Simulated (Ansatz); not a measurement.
Basis sets compared for `Cn1cccc1-c1ccc(-c2ccc(-c3cccn3C)n2C)n1C`. The state is a singlet with charge 0. Geometry PBE-D4/def2-SVP. Ansatz on 2 threads of AMD EPYC 7R13 on a shared host and a share (18 GiB) of an NVIDIA H100 80GB HBM3; times are rough, and most runs start from earlier orbitals.

```xyz
46

C    -0.305    1.068   -5.705
N     0.847    1.568   -4.981
C     1.980    2.076   -5.579
C     2.887    2.433   -4.587
C     2.276    2.135   -3.339
C     1.004    1.601   -3.596
C    -0.037    1.157   -2.681
C    -1.422    1.382   -2.704
C    -1.985    0.746   -1.570
C    -0.943    0.138   -0.861
C    -1.028   -0.693    0.334
C    -1.830   -1.819    0.552
C    -1.629   -2.241    1.889
C    -0.706   -1.366    2.482
C    -0.145   -1.359    3.826
C     1.175   -1.164    4.260
C     1.192   -1.285    5.676
C    -0.112   -1.551    6.078
N    -0.919   -1.588    4.961
C    -2.350   -1.816    4.996
N    -0.354   -0.421    1.524
C     0.445    0.764    1.767
N     0.240    0.389   -1.554
C     1.522   -0.210   -1.241
H    -0.801    0.274   -5.117
H    -1.051    1.867   -5.903
H     0.026    0.647   -6.674
H     2.052    2.137   -6.671
H     3.880    2.866   -4.750
H     2.694    2.319   -2.343
H    -1.949    1.996   -3.442
H    -3.035    0.741   -1.258
H    -2.463   -2.288   -0.210
H    -2.061   -3.125    2.371
H     2.036   -0.987    3.606
H     2.062   -1.194    6.336
H    -0.536   -1.711    7.076
H    -2.762   -1.418    5.944
H    -2.603   -2.896    4.927
H    -2.833   -1.296    4.147
H     1.531    0.575    1.632
H     0.135    1.559    1.062
H     0.290    1.110    2.806
H     2.060   -0.448   -2.179
H     1.355   -1.140   -0.665
H     2.169    0.466   -0.644
```

B3LYP takes the VWN-RPA correlation. Single mean-field runs in def2-SVP, def2-TZVP are fitted with def2-universal-jkfit.

Binding counts from free atoms (C triplet, N quartet, H doublet) in the same basis, without a counterpoise term.

```json
{"level": "PBE-D4/def2-SVP", "functions": "446", "energy (Eh)": "-992.4752", "HOMO (eV)": "-4.05", "LUMO (eV)": "-0.98", "binding per atom (eV)": "5.10", "wall time": "6.5 s"}
{"level": "B3LYP-D4/6-31G", "functions": "260", "energy (Eh)": "-994.1796", "HOMO (eV)": "-4.50", "LUMO (eV)": "-0.07", "binding per atom (eV)": "4.71", "wall time": "6.5 s"}
{"level": "PBE0-D4/def2-SVP", "functions": "446", "energy (Eh)": "-992.5572", "HOMO (eV)": "-4.92", "LUMO (eV)": "-0.23", "binding per atom (eV)": "4.98", "wall time": "6.5 s"}
```

(1) Estimate the rows for PBE-D4/def2-TZVP (with forces), B3LYP-D4/def2-TZVP, PBE0-D4/def2-TZVP.

## Answers

(1) 
| level | functions | energy (Eh) | HOMO (eV) | LUMO (eV) | binding per atom (eV) | wall time |
| --- | --- | --- | --- | --- | --- | --- |
| PBE-D4/def2-TZVP (with forces) | 876 | -993.5164 | -4.15 | -1.12 | 5.01 | 12 s |
| B3LYP-D4/def2-TZVP | 876 | -994.8045 | -4.78 | -0.51 | 4.82 | 8 s |
| PBE0-D4/def2-TZVP | 876 | -993.5861 | -4.97 | -0.34 | 4.90 | 7 s |
